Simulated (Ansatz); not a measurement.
[Yb(NH3)6]3+ (YbN6H18³⁺). Total charge 3; doublet. Geometry PBE-D4/def2-SVP, basis def2-TZVP, Ansatz.

Cartesian coordinates in Å:
```
Yb -0.0015 -0.0001 -0.0002
N -0.4457 -1.5283 1.8903
H -1.4386 -1.8021 2.0137
H -0.1775 -1.1746 2.8277
H 0.0471 -2.4405 1.8307
N 0.4518 1.4893 -1.9204
H 1.4167 1.8686 -1.9670
H -0.1429 2.3405 -1.9558
H 0.3164 1.0655 -2.8580
N -2.2289 0.9685 0.4548
H -3.0357 0.4423 0.0691
H -2.3675 1.9260 0.0763
H -2.4688 1.0722 1.4591
N 2.2486 -0.9213 -0.4467
H 2.4202 -1.2049 -1.4302
H 2.4795 -1.7776 0.0945
H 3.0434 -0.2873 -0.2382
N -1.1266 -1.5020 -1.6072
H -1.7131 -2.2391 -1.1709
H -0.4862 -2.0427 -2.2199
H -1.7741 -1.0488 -2.2796
N 1.1015 1.4942 1.6288
H 1.5992 2.3014 1.2065
H 1.8233 1.0576 2.2327
H 0.4594 1.9431 2.3099
```

| run | HOMO (eV) | LUMO (eV) |
| --- | --- | --- |
| A | -19.43 | -19.01 |
| B | -24.37 | -15.27 |
| C | -20.02 | -18.59 |
| D | -19.45 | -18.87 |
| E | -21.48 | -16.06 |

In the def2 sets Yb takes a core potential; there is no spin–orbit coupling. LC-ωPBE has ω = 0.4 bohr⁻¹. With an open 4f shell the SCF may have ended on a state above the lowest. No other spin state of charge 3 was run.

HOMO and LUMO are taken over both spins.

The runs used BLYP, LC-ωPBE, PBE, PBE0, r2SCAN. Estimate which is which.

A PBE (0 % exact exchange); B LC-ωPBE (range-separated); C r2SCAN (0 % exact exchange); D BLYP (0 % exact exchange); E PBE0 (25 % exact exchange). Exact exchange lowers occupied and raises empty levels; among semilocal functionals meta-GGAs tend to open the gap a little, and such runs are hard to tell apart. The gap grows from 0.42 eV (PBE) to 9.09 eV (LC-ωPBE).
